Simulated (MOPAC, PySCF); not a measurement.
CH2B2O, SMILES `[H]/B=C\B=O` (B–C–B–O torsion 0°), neutral singlet in the gas phase. 

Cartesian coordinates (Å):
```xyz
6

B     -1.1389    -0.2767    -0.0319
C     -0.0554     0.5576     0.1436
B      1.2590    -0.0823     0.4563
O      2.3165    -0.6220     0.7096
H     -2.0341    -1.0207    -0.1735
H     -0.1002     1.6411     0.0692
```
Charge 0, spin multiplicity 1.

All levels are single points at this geometry (r2SCAN-D4/def2-TZVP); Pople sets use spherical d functions. Orbital energies aren't observables, and empty levels follow the basis.

PBE-D3(BJ)/def2-TZVP in PySCF gives dipole (D) = 4.44.

Task: Estimate the dipole (D) from each of these levels: r2SCAN-D4/def2-TZVP in PySCF; SVWN5/6-31G* in PySCF; HF/STO-3G in PySCF; PM6 in MOPAC; PM7 in MOPAC.

Result: 
```csv
level,dipole (D)
r2SCAN-D4/def2-TZVP in PySCF,4.68
SVWN5/6-31G* in PySCF,4.13
HF/STO-3G in PySCF,3.19
PM6 in MOPAC,4.84
PM7 in MOPAC,2.68
```
